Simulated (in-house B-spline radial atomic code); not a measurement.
# Cr II (Cr+): [Ar] 3d5

Method: Dirac-Kohn-Sham B97-1, spherical fractional occupations, Fermi nucleus of rms radius 3.6452 fm. Calculated with a radial B-spline atomic code at the basis-set limit.

Effective charges: Z_r = [3n² - l(l+1)]/(2<r>) from the radius, Z_e = n√(-2ε) from the energy, and Slater's rules. Values are occupation-weighted means over j.

```
shell  electrons   ε (eV)  <r> (bohr)    Z_r    Z_e  Slater
   1s          2  -5922.6     0.06354  23.61  20.86   23.70
   2s          2   -687.4      0.2925  20.51  14.22   19.85
   2p          6  -578.39      0.2596  19.26  13.04   19.85
   3s          2   -85.76      0.9021  14.96   7.53   12.75
   3p          6  -55.921      0.9664  12.93   6.08   12.75
   3d          5  -10.001        1.43   7.34   2.57    4.60
```

The least bound orbital is 3d5/2 at -9.969 eV, and it is also the most diffuse (<r> = 1.433 bohr).

Spin-orbit splittings of the orbital energies (j = l + 1/2 above j = l - 1/2 when positive): 2p 8.684 eV, 3p 1.037 eV, 3d 0.07975 eV.

For the 1s electron the small component carries 0.742 % of the norm, the zero-frequency Breit interaction raises the level by 6.47 eV, self-energy by 3.134 eV, and vacuum polarisation lowers it by 0.2554 eV.

Caution: exact exchange at fractional occupations of open shells leaves self-interaction of up to several eV.
